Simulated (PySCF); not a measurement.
C3H5, SMILES [C](C)=C, multiplicity 2. Atoms are numbered in the order given.

```xyz
8

C     -0.0971    -1.3394     0.0000
C      0.3784    -0.1245     0.0000
C     -0.0757     1.2672     0.0000
H      0.5414    -2.2167     0.0000
H     -1.1741    -1.5291     0.0000
H     -1.1740     1.3204     0.0000
H      0.2865     1.8026    -0.8810
H      0.2865     1.8026     0.8810
```
Charge 0, spin multiplicity 2.

The structure is a stationary point at B3LYP-D3(BJ)/def2-TZVP. The isomer is the one that the SMILES or the coordinates give; other isomers of the formula were not compared.

Method: PySCF with PBE/pcH-1.

Unrestricted Kohn–Sham, ⟨S²⟩ = 0.757. Hyperfine tensors hold the contact and dipolar terms, without spin-orbit corrections.

Computed hyperfine couplings:
```
nucleus    A(iso) (MHz)  A(iso) (G)  dipolar principal values (MHz)
---------  ------------  ----------  ------------------------------
13C no. 1           4.3         1.5                -17.5, 1.9, 15.6
13C no. 2         265.1        94.6             -79.5, -60.9, 140.3
13C no. 3          22.4         8.0                 -4.7, -4.4, 9.1
1H no. 4           99.0        35.3                -6.5, -5.1, 11.5
1H no. 5          166.2        59.3                 -5.0, -1.8, 6.8
1H no. 6          132.3        47.2                 -5.7, -1.6, 7.3
1H no. 7           22.4         8.0                -6.6, -5.0, 11.6
1H no. 8           22.4         8.0                -6.6, -5.0, 11.6
```

And the g tensor (effective nuclear charges for spin-orbit coupling, GIAO)? (Estimate from the structure and the level; the computed values follow.)

principal values 2.0014, 2.0021, 2.0030; isotropic 2.0022.
